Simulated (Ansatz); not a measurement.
`C=CB[SeH]` + HCl → `ClB[SeH]` + `C=C` at 600 K and 1 bar (ligand exchange at a B–C bond).

Isolated molecules relaxed with PBE0-D4/def2-TZVP in Ansatz; ΔE leaves out vibrations. CBS: MP2 limit from def2 TZ/QZ plus the TZ coupled-cluster correction, frozen cores. This one scheme is used for every species. For Se outer-core shells are correlated without core-valence functions, which leaves a few kJ/mol of doubt a bond. Scalar relativity is left out up to krypton. Each species was taken in one conformer, which may not be the lowest.

```csv
species,CCSD(T)/CBS energy (Eh),H − E (kJ/mol),S (J/(mol·K))
`C=CB[SeH]`,-2504.61289,217.5,390.5
HCl,-460.38127,35.4,207.2
`ClB[SeH]`,-2886.53463,93.8,342.6
`C=C`,-78.48111,161.6,257.2
```

H − E and S are ideal-gas, rigid-rotor, harmonic terms from PBE0-D4/def2-TZVP, for one conformer and one mirror image of each species. 1 Eh = 2625.50 kJ/mol, R = 8.31446 J/(mol·K).

**Question.** By hand: ΔE, ΔH, ΔS and ΔG.

**Answer.** ΔE = (-2886.53463) + (-78.48111) − (-2504.61289) − (-460.38127) = -0.02158 Eh = -56.7 kJ/mol. Δ(H − E) = 93.8 + 161.6 − 217.5 − 35.4 = 2.5, so ΔH = -54.2 kJ/mol. ΔS = 342.6 + 257.2 − 390.5 − 207.2 = 2.1 J/(mol·K). ΔG = -54.2 − 600 × (2.1)/1000 = -55.5 kJ/mol.

**Question.** By hand: the equilibrium constant, and the temperature at which ΔG would vanish if ΔH and ΔS stayed fixed.

**Answer.** log₁₀ K = −ΔG/(RT ln 10) = 4.8. ΔH and −TΔS have one sign here, so there is no such temperature.

The number of gas molecules stays the same, so ΔS is small and ΔH decides. A doubt of 5 kJ/mol in ΔE shifts log₁₀ K by 0.4 here. Other conformers and mirror images would add mixing entropy, several J/(mol·K) or more a flexible species. These are equilibria of isolated gas molecules and say nothing of rates. Largest T1 diagnostic: 0.013 (customary marks: 0.02 for closed shells, 0.045 for open ones).

ΔS is within the doubt of such terms, so its sign, and with it that verdict, could turn.
